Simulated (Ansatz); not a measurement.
Zn3H12Se3⁻, a cluster cut from wurtzite ZnSe (hydrogen-capped). Total charge -1; doublet. Geometry B3LYP-D4/def2-SVP, that of the neutral singlet; atoms count from 1.

```xyz
18

Se   -0.948   -2.054    0.485
Zn   -1.643   -0.483    3.013
Se   -0.179    1.741    1.512
Zn    0.276   -2.612   -2.260
Se    1.103    0.321   -2.009
Zn    1.425    3.075   -0.723
H    -0.485   -3.284    1.152
H    -2.283   -2.621    0.223
H    -3.063   -0.062    2.524
H    -0.380   -0.952    3.800
H    -1.177    2.809    1.707
H     0.643    2.215    2.639
H    -1.034   -2.308   -3.050
H     1.616   -3.173   -1.691
H     0.642    0.768   -3.336
H     2.494    0.169   -2.473
H     2.813    2.752   -0.089
H     0.179    3.698   -1.426
```

The highest occupied level of the charge -1 doublet lies above zero (up to 2.15 eV). By energy differences it is unbound by 0.19 eV (vertical, against the charge 0 singlet, at PBE-D4/def2-SVP) and held by the finite basis.

(1) Estimate the Mulliken populations from the PBE/def2-SVP orbitals of Ansatz.

(2) Where does the spin sit?

Results:

(1) 
| atom | charge (e) | spin (α − β) | d electrons |
| --- | --- | --- | --- |
| Se1 | -0.13 | 0.15 | – |
| Zn2 | 0.28 | 0.00 | 9.91 |
| Se3 | -0.13 | 0.15 | – |
| Zn4 | 0.28 | 0.00 | 9.91 |
| Se5 | -0.13 | 0.15 | – |
| Zn6 | 0.28 | 0.00 | 9.91 |
| H7 | -0.03 | 0.11 | – |
| H8 | 0.00 | 0.07 | – |
| H9 | -0.23 | 0.00 | – |
| H10 | -0.23 | 0.00 | – |
| H11 | 0.00 | 0.06 | – |
| H12 | -0.03 | 0.12 | – |
| H13 | -0.23 | 0.00 | – |
| H14 | -0.23 | 0.00 | – |
| H15 | 0.00 | 0.07 | – |
| H16 | -0.03 | 0.11 | – |
| H17 | -0.23 | 0.00 | – |
| H18 | -0.23 | 0.00 | – |
Mulliken values depend strongly on the basis.

(2) Summed by element: Se 0.46, Zn -0.01, H 0.55, of 1 unpaired in all. Largest on single atoms: Se1 0.15, Se5 0.15, Se3 0.15.
